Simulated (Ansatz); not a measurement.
All values below come from frozen-core CCSD(T)/def2-TZVPP // PBE0-D3(BJ)/def2-TZVP (Ansatz, a program for electronic structure).

Ansatz 0.2 input:
```yaml
crystal:
  periodic: [false, false, false]
  atoms:
    - { symbol: I, position_ang: [2.085808, -0.322746, -0.022986] }
    - { symbol: B, position_ang: [0.00005, -0.000166, -0.000629] }
    - { symbol: I, position_ang: [-0.763037, 1.967703, 0.008732] }
    - { symbol: I, position_ang: [-1.322821, -1.644791, 0.014883] }
basis:
  gaussian: { orbitals: def2-TZVPP }
correlation:
  method: ccsd_t
```

Output:

```
Functional definition: HF
1642 factors; integrals over basis functions are off by at most 8.7e-4 eV
mean field evaluation 1: about -24890.1181 eV, gradient 1.7e1 eV
mean field evaluation 2: about -24890.1609 eV, gradient 1.7e1 eV
mean field evaluation 4: about -24891.4116 eV, gradient 3.0e0 eV
mean field evaluation 8: about -24891.4604 eV, gradient 4.9e-4 eV
mean field evaluation 16: about -24891.3571 eV, gradient 3.0e0 eV
mean field -24891.46036172 eV, -914.7442962554 hartree, gradient 1.5e-6 eV, S^2 0.000000; 0 other end points of the search recorded, 0 dependent functions left out
13 core orbitals not correlated
reference -24891.46036172 eV, -914.7442962554 hartree; 27, 27 occupied and 141, 141 virtual orbitals, 1642 factors
second order -43.40465879 eV of doubles, -0.00000000 eV of singles
cycle   1  -39.70601591 eV  change     3.7e0 eV  update   1.4e-1
cycle   2  -40.73587840 eV  change    -1.0e0 eV  update   4.3e-2
cycle   3  -40.90494440 eV  change   -1.7e-1 eV  update   2.0e-2
cycle   4  -40.84482884 eV  change    6.0e-2 eV  update   6.9e-3
cycle   5  -40.83903496 eV  change    5.8e-3 eV  update   3.6e-3
cycle   6  -40.84336768 eV  change   -4.3e-3 eV  update   8.7e-4
cycle   7  -40.84256770 eV  change    8.0e-4 eV  update   2.5e-4
cycle   8  -40.84235477 eV  change    2.1e-4 eV  update   5.1e-5
cycle   9  -40.84242502 eV  change   -7.0e-5 eV  update   2.0e-5
cycle  10  -40.84243422 eV  change   -9.2e-6 eV  update   5.2e-6
perturbative correction -1.08628951 eV, -0.0399204031 hartree
Total energy: -24933.38908545 eV, -916.2851484322 hartree
```

Cost: about 5 core-minutes (a rough figure).
